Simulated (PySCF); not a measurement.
SMILES CC(C)/C=C\O[SiH3] (C₅H₁₂OSi), GFN2-xTB optimised geometry.

```
19

C      1.52    -2.23    -0.91
C      1.08    -1.35     0.26
C      1.53    -1.96     1.59
C      1.65     0.03     0.11
C      0.93     1.14     0.00
O     -0.42     1.14     0.00
Si    -1.51     2.34     0.00
H      2.61    -2.31    -0.93
H      1.19    -1.80    -1.86
H      1.10    -3.23    -0.82
H     -0.01    -1.27     0.25
H      1.10    -2.96     1.71
H      1.20    -1.34     2.42
H      2.61    -2.04     1.62
H      2.73     0.11     0.10
H      1.40     2.11    -0.10
H     -2.73     1.54    -0.08
H     -1.32     3.23    -1.15
H     -1.41     3.13     1.23
```

Density from PBE0/def2-SVP (PySCF 2.14.0) at that geometry.

Minimum of the electron density along straight lines between bonded atoms, close to the bond critical point (lines longer than 1.1 times the sum of covalent radii, or with two minima, are not listed):

```tsv
bond	length / Å	ρ at the minimum / e bohr⁻³	∇²ρ there / e bohr⁻⁵	position (fraction from the first atom)
C1–C2	1.530	0.242	-0.55	0.50
C2–C3	1.530	0.241	-0.55	0.50
C2–C4	1.500	0.255	-0.59	0.49
C4–C5	1.325	0.345	-0.93	0.48
C5–O6	1.352	0.279	-0.07	0.33
O6–Si7	1.623	0.127	1.09	0.59
C1–H8	1.088	0.275	-1.00	0.62
C1–H9	1.088	0.277	-1.01	0.62
C1–H10	1.088	0.276	-1.00	0.62
C2–H11	1.094	0.278	-1.02	0.63
C3–H12	1.088	0.276	-1.00	0.62
C3–H13	1.088	0.277	-1.01	0.62
C3–H14	1.088	0.275	-1.00	0.62
C4–H15	1.080	0.280	-1.04	0.63
C5–H16	1.084	0.285	-1.10	0.63
Si7–H17	1.453	0.121	0.34	0.49
Si7–H18	1.466	0.119	0.32	0.49
Si7–H19	1.466	0.119	0.32	0.49
```
